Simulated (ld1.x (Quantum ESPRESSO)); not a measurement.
# Reading a pseudo-wave (In (Z = 49))

Columns: radius, all-electron u(r) and pseudo u(r) of the 5p shell (level -8.42 eV) of indium in the configuration [Kr] 4d10 5s2 5p0; PBEsol, scalar-relativistic, TM semilocal scheme, ld1.x (Quantum ESPRESSO) 7.5.

```tsv
r (bohr)	all-electron	pseudo
0.128	0.0089	-0.0022
0.255	-0.1656	-0.0089
0.382	-0.0378	-0.0202
0.510	0.1479	-0.0365
0.638	0.2516	-0.0579
0.765	0.2587	-0.0846
0.893	0.1974	-0.1173
1.020	0.1002	-0.1557
1.148	-0.0115	-0.2002
1.275	-0.1218	-0.2495
1.402	-0.2239	-0.3027
1.530	-0.3150	-0.3584
1.658	-0.3928	-0.4137
1.785	-0.4570	-0.4654
1.912	-0.5088	-0.5114
2.040	-0.5497	-0.5501
2.168	-0.5802	-0.5802
2.295	-0.6015	-0.6015
2.422	-0.6148	-0.6148
2.550	-0.6212	-0.6212
2.678	-0.6216	-0.6216
2.805	-0.6170	-0.6170
2.932	-0.6080	-0.6080
3.060	-0.5955	-0.5955
3.188	-0.5801	-0.5801
3.315	-0.5626	-0.5626
```

(1) How many radial nodes do the two functions have?

(2) At about which radius was the pseudo-wave matched?

(3) Is the pseudo-wave norm-conserving?

Results:

(1) The all-electron 5p function has n − l − 1 = 3; the pseudo-wave has 0, since the states of the same l below it are removed with the core.

(2) 2.55 bohr. The columns agree to 0.0005 from 2.04 bohr on; several derivatives are matched, so the curves merge somewhat inside the radius.

(3) Yes: the TM semilocal scheme keeps the norm inside the radius equal to the all-electron one, which fixes the energy derivative of the logarithmic derivative at the level.
